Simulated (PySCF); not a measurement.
Two species compared at the same levels of theory.

First species: C9H9F.
SMILES: `C=CC(F)(C#CC)C#CC`

Second species: C4H13PSi3.
Cartesian coordinates in Å at the GFN2-xTB level; atoms count from 1:
```xyz
21
C4H13PSi3 angstrom
C     -2.667   -2.628   -0.047
Si    -1.844   -0.915   -0.051
P     -1.223   -0.437    2.041
Si    -0.803    1.758    1.859
C      0.727    1.887    0.851
C      1.740    1.880    0.194
C      2.925    1.841   -0.618
Si     2.812    0.405   -1.881
H     -1.997   -3.379    0.361
H     -2.935   -2.930   -1.055
H     -3.571   -2.633    0.556
H     -2.782    0.067   -0.619
H     -0.619   -0.919   -0.858
H     -2.503   -0.276    2.533
H     -1.887    2.493    1.188
H     -0.607    2.273    3.220
H      3.796    1.707    0.027
H      3.042    2.796   -1.135
H      1.661    0.637   -2.752
H      4.054    0.415   -2.660
H      2.672   -0.857   -1.156
```

Levels: PBE0/pcSseg-1 for dipole moment, HOMO energy, LUMO energy and HOMO–LUMO gap; GFN2-xTB for rotational constant A and rotational constant C. Geometries: GFN2-xTB. All species are isolated and taken at one optimised geometry, non-relativistic unless stated. Electronic properties by PySCF.

The conformers computed, where there is a choice (atom-mapped SMILES and torsion angles):
- `[CH2:1]=[CH:2][C:3]([F:4])([C:5]#[C:6][CH3:7])[C:8]#[C:9][CH3:10]`: C1–C2–C3–F4 2°
- `[CH3:1][SiH2:2][PH:3][SiH2:4][C:5]#[C:6][CH2:7][SiH3:8]`: C1–Si2–P3–Si4 -166°, Si2–P3–Si4–C5 -70°

Values for the first species:

* Dipole moment: 2.59 D
* HOMO energy: -7.31 eV
* LUMO energy: 0.06 eV
* HOMO–LUMO gap: 7.37 eV
* Rotational constant A: 1.329 GHz
* Rotational constant C: 0.621 GHz

Q: Estimate the same properties for the second species, and the change in each.

A: 
```json
{"property": "dipole moment", "first": "2.59 D", "second": "1.39 D", "second less first": "-1.20 D"}
{"property": "HOMO energy", "first": "-7.31 eV", "second": "-7.05 eV", "second less first": "+0.26 eV"}
{"property": "LUMO energy", "first": "0.06 eV", "second": "-0.07 eV", "second less first": "-0.13 eV"}
{"property": "HOMO–LUMO gap", "first": "7.37 eV", "second": "6.98 eV", "second less first": "-0.39 eV"}
{"property": "rotational constant A", "first": "1.329 GHz", "second": "1.136 GHz", "second less first": "-0.193 GHz"}
{"property": "rotational constant C", "first": "0.621 GHz", "second": "0.367 GHz", "second less first": "-0.254 GHz"}
```

On the first: The dipole equals about 8.6 × 10⁻³⁰ C·m (1 D = 3.33564 × 10⁻³⁰ C·m).

On the second: A dipole of 1.39 D is allowed in C1, and pure rotational transitions are dipole-allowed. In atomic units the dipole is 0.55 e·bohr (1 au = 2.5417 D).
